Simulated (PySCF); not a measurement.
C5H7F, SMILES C=C1CC[C@@H]1F.

Geometry optimised at ωB97X-D3(BJ)/def2-SVP. The structure was generated by enumeration; whether it is a known compound was not checked.

These are ωB97X-D3(BJ)/def2-SVP run with PySCF values and carry that method's errors.

No scaling factor is applied to the harmonic values.

Computed harmonic wavenumbers and intensities:
```csv
mode,ν (cm⁻¹),IR (km/mol),moving atoms (share of kinetic energy)
1,121,1.4,"C 50 %, H 39 %, F 11 %"
2,213,2.2,"C 41 %, F 39 %, H 19 %"
3,335,1.4,"C 59 %, H 32 %, F 9 %"
4,419,3.8,"C 43 %, H 34 %, F 22 %"
5,547,8.0,"C 44 %, H 36 %, F 20 %"
6,647,5.3,"C 50 %, H 38 %, F 12 %"
7,702,0.9,"H 77 %, C 20 %"
8,798,1.2,"H 68 %, C 32 %"
9,839,3.3,"H 48 %, C 45 %"
10,914,0.5,"H 54 %, C 45 %"
11,946,34.4,"H 74 %, C 26 %"
12,965,0.8,"C 62 %, H 37 %"
13,988,7.8,"H 55 %, C 44 %"
14,1058,3.6,"C 51 %, H 48 %"
15,1124,3.7,"H 54 %, C 45 %"
16,1177,73.0,"C 52 %, H 31 %, F 17 %"
17,1203,11.7,"H 55 %, C 41 %"
18,1224,0.7,"H 61 %, C 38 %"
19,1243,10.6,"H 76 %, C 22 %"
20,1285,5.5,"H 59 %, C 39 %"
21,1300,3.2,"H 55 %, C 44 %"
22,1404,30.9,"H 63 %, C 36 %"
23,1427,13.5,"H 81 %, C 19 %"
24,1453,4.6,"H 91 %, C 9 %"
25,1481,12.7,"H 83 %, C 17 %"
26,1825,9.4,C 95 %
27,3081,27.9,H 92 %
28,3094,18.5,H 94 %
29,3111,19.5,H 94 %
30,3161,7.1,"H 90 %, C 10 %"
31,3170,3.5,H 94 %
32,3185,17.4,"H 90 %, C 10 %"
33,3270,3.0,"H 89 %, C 11 %"
```
